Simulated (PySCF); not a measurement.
TeCl3, SMILES [Te](Cl)(Cl)Cl, multiplicity 2. Geometry optimised at B3LYP-D3(BJ)/def2-SVP. The spin state was assumed, not searched. The isomer is the one that the SMILES or the coordinates give; other isomers of the formula were not compared. The def2 effective core potentials stand for the cores of Te; spin–orbit coupling is left out.

Q: Give the equilibrium geometry at B3LYP-D3(BJ)/def2-SVP (PySCF confirms it by a frequency run) as Cartesian coordinates in Å, and its point group. (Estimate from the structure and the level; the computed values follow.)

A: point group Cs.
```xyz
4

Te     0.1858    -0.3320     0.0000
Cl    -0.2647    -0.5062    -2.4299
Cl    -0.2647    -0.5062     2.4299
Cl    -0.0391     2.0278     0.0000
```
Charge 0, spin multiplicity 2.
